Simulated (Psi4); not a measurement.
aminoborane (H$_{4}$BN), singlet, at a GFN2-xTB geometry; CCSD(T)/6-311G** run with Psi4.

Psi4 was given this input:
```
memory 2 GB

molecule mol {
0 1
B    -0.773072    0.038104   -0.006109
N     0.602765   -0.029710    0.004763
H    -1.389463   -0.957864   -0.026227
H    -1.288779    1.089872    0.005064
H     1.203192    0.777969    0.021946
H     1.121057   -0.892529   -0.003580
}

set {
  basis 6-311g**
  reference rhf
}

energy('ccsd(t)')
print_variables()
```

What the program printed (banner, timings and long lists left out):

```
   => Loading Basis Set <=

    Name: 6-311G**
    Role: ORBITAL
    Keyword: BASIS

         ---------------------------------------------------------
                                   SCF
               by Justin Turney, Rob Parrish, Andy Simmonett
                          and Daniel G. A. Smith
                              RHF Reference
         ---------------------------------------------------------

  ==> Geometry <==

    Molecular point group: c1
    Full point group: C1

    Geometry (in Angstrom), charge = 0, multiplicity = 1:

       Center              X                  Y                   Z               Mass
    ------------   -----------------  -----------------  -----------------  -----------------
         B           -0.758363608189     0.037379168495    -0.005992689270    11.009305360000
         N            0.617473391811    -0.030434831505     0.004879310730    14.003074004430
         H           -1.374754608189    -0.958588831505    -0.026110689270     1.007825032230
         H           -1.274070608189     1.089147168495     0.005180310730     1.007825032230
         H            1.217900391811     0.777244168495     0.022062310730     1.007825032230
         H            1.135765391811    -0.893253831505    -0.003463689270     1.007825032230

  Running in c1 symmetry.

  Rotational constants: A =      4.77750  B =      0.93432  C =      0.78149 [cm^-1]
  Rotational constants: A = 143225.81900  B =  28010.31651  C =  23428.46918 [MHz]
  Nuclear repulsion =   32.535514285631450

  Charge       = 0
  Multiplicity = 1
  Electrons    = 16
  Nalpha       = 8
  Nbeta        = 8

  ==> Algorithm <==

  SCF Algorithm Type is PK.
  DIIS enabled.
  MOM disabled.
  Fractional occupation disabled.
  Guess Type is SAD.
  Energy threshold   = 1.00e-08
  Density threshold  = 1.00e-08
  Integral threshold = 1.00e-12

  ==> Primary Basis <==

  Basis Set: 6-311G**
    Blend: 6-311G**
    Number of shells: 32
    Number of basis functions: 60
    Number of Cartesian functions: 62
    Spherical Harmonics?: true
    Max angular momentum: 2

  ==> Integral Setup <==

  Using in-core PK algorithm.
   Calculation information:
      Number of atoms:                   6
      Number of AO shells:              32
      Number of primitives:             58
      Number of atomic orbitals:        62
      Number of basis functions:        60

      Integral cutoff                 1.00e-12
      Number of threads:                 1

[...]
  @RHF Final Energy:   -81.51614508346093
    Total Energy =                        -81.5161450834609269
[...]
              5  12         0.0037565023

    Largest TIjAb Amplitudes:
      7   7   0   0        -0.0562102451
      7   7  14  14        -0.0382702387
      7   7   0  14        -0.0307574624
      7   7  14   0        -0.0307574624
      4   4   9   9        -0.0256673445
      6   6   7   7        -0.0217795181
      6   6  13  13        -0.0208821035
      6   6  16  16        -0.0203987595
      6   6   6   6        -0.0200525184
      6   6  12  12        -0.0196358468

    SCF energy       (wfn)                    =  -81.516145083460927
    Reference energy (file100)                =  -81.516145083461026

    Opposite-spin MP2 correlation energy      =   -0.252452595433623
    Same-spin MP2 correlation energy          =   -0.064952575714792
    Singles MP2 correlation energy            =   -0.000000000000000
    MP2 correlation energy                    =   -0.317405171148415
      * MP2 total energy                      =  -81.833550254609435

    Opposite-spin CCSD correlation energy     =   -0.284331833952479
    Same-spin CCSD correlation energy         =   -0.060297640514852
    Singles CCSD correlation energy           =    0.000000000000000
    CCSD correlation energy                   =   -0.344629474467331
      * CCSD total energy                     =  -81.860774557928352

            **************************
            *                        *
            *        CCTRIPLES       *
            *                        *
            **************************

    Wave function   =    CCSD_T
    Reference wfn   =      RHF

    Nuclear Rep. energy (wfn)                =   32.535514285631450
    SCF energy          (wfn)                =  -81.516145083460927
    Reference energy    (file100)            =  -81.516145083461026
    CCSD energy         (file100)            =   -0.344629474467331
    Total CCSD energy   (file100)            =  -81.860774557928352

    Number of ijk index combinations:              120
    Approx. words needed per explicit thread:          562432
    Number of threads for explicit ijk threading:    1

    MKL num_threads set to 1 for explicit threading.

    (T) energy                                =   -0.009113595911889
      * CCSD(T) total energy                  =  -81.869888153840250

  Variable Map:
  ----------------------------------------------------------------------------
[...]
  Array Variable Map:
  ----------------------------------------------------------------------------
[...]
[...]
```
